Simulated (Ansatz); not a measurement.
A search over several starts for the lowest SCF solution of trans-PtH2(AsH3)2 (As2PtH8) at the given spin, in a small basis.

```yaml
crystal:
  periodic: [false, false, false]
  atoms:
    - {symbol: Pt, position_ang: [-0.005218, -0.005067, -0.120442]}
    - {symbol: H, position_ang: [1.275438, 0.023809, -1.131823]}
    - {symbol: As, position_ang: [-0.006858, 2.375092, 0.261991]}
    - {symbol: H, position_ang: [-1.091392, 3.112218, 1.034513]}
    - {symbol: H, position_ang: [-0.092827, 3.210586, -0.995021]}
    - {symbol: H, position_ang: [1.177548, 3.104127, 0.876547]}
    - {symbol: H, position_ang: [-1.238304, 0.022627, -1.190770]}
    - {symbol: As, position_ang: [-0.007586, -2.384664, 0.274731]}
    - {symbol: H, position_ang: [-1.043879, -3.207959, -0.459466]}
    - {symbol: H, position_ang: [-0.168404, -3.074052, 1.627109]}
    - {symbol: H, position_ang: [1.201482, -3.176719, -0.177378]}
basis:
  gaussian: {orbitals: def2-SVP, initial_orbitals: start.molden}
magnetization: {spin_polarized: true, initial_magnetization: 2}
hamiltonian: {xc: pbe0, dispersion: d4}
output: {orbitals: {seedname: orbitals}}
```

The file start.molden holds the orbitals of an earlier run on this structure, at another level or in another basis.

```sh
$ ansatz run in.yaml --threads 4 --pin off --events-out ev --progress --plain --max-ram 3916MiB
```

Shortened log:

```
Functional definition: PBE0
1370 factors; integrals over basis functions are off by at most 1.2e-3 eV
mean field evaluation 1: about -125028.4299 eV, gradient 3.9e0 eV
mean field evaluation 2: about -125028.4944 eV, gradient 8.0e-2 eV
mean field evaluation 4: about -125028.6665 eV, gradient 1.0e-3 eV
mean field evaluation 8: about -125026.3451 eV, gradient 2.1e1 eV
mean field evaluation 16: about -125028.6664 eV, gradient 8.8e-2 eV
mean field -125028.66646499 eV, -4594.7187451143 hartree, gradient 2.7e-5 eV, S^2 2.005502; 1 other end points of the search recorded, 0 dependent functions left out
reference -125028.66650395 eV, -4594.7187465462 hartree; 47, 45 occupied and 89, 91 virtual orbitals, 1370 factors
Total energy: -125028.91280496 eV, -4594.7277979413 hartree
```

It took 6.5 s on 4 threads of Arm Neoverse V1 on a shared host.

In the def2 sets Pt takes a core potential; there is no spin–orbit coupling. The name describes the singlet; other states may take another shape. At PBE0-D4/def2-TZVP a singlet of charge 0 lies 1.83 eV below the triplet, each at its own geometry.
